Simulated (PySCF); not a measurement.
3-fluoropenta-1,4-diene (C5H7F), SMILES C=CC(F)C=C.

Geometry: B3LYP-D3(BJ)/def2-SVP. Other conformers were not sampled.

Two levels are set side by side: TDA-PBE/def2-SVPD (PySCF) and TDA-M06-2X/def2-SVPD (PySCF). Vertical, same geometry. The lowest singlet is HOMO→LUMO 74 %, HOMO→LUMO+1 17 % with PBE and HOMO→LUMO 79 % with the other functional; states are paired by order. Differences are taken from unrounded values.

```tsv
quantity	TDA-PBE
lowest singlet excitation (eV)	5.38
lowest triplet excitation (TDA) (eV)	4.43
first bright state (f over 0.05) (eV)	7.32
its oscillator strength	0.06
```

Problem. These are the TDA-PBE values. What does TDA-M06-2X give? (Estimate from the structure and the level; the computed values follow.)

Solution. 
```json
[
 {"quantity": "lowest singlet excitation (eV)", "TDA-M06-2X": "7.03", "TDA-PBE minus TDA-M06-2X": "-1.65"},
 {"quantity": "lowest triplet excitation (TDA) (eV)", "TDA-M06-2X": "4.73", "TDA-PBE minus TDA-M06-2X": "-0.30"},
 {"quantity": "first bright state (f over 0.05) (eV)", "TDA-M06-2X": "7.76", "TDA-PBE minus TDA-M06-2X": "-0.43"},
 {"quantity": "its oscillator strength", "TDA-M06-2X": "0.09", "TDA-PBE minus TDA-M06-2X": "-0.02"}
]
```

Functionals without exact exchange tend to place singlet excitations lower, as here. Differences between two approximate levels are no errors against the true value.

Rough cost on one machine, each run with all the roots and properties that it gave: TDA-M06-2X against TDA-PBE about 10 times.
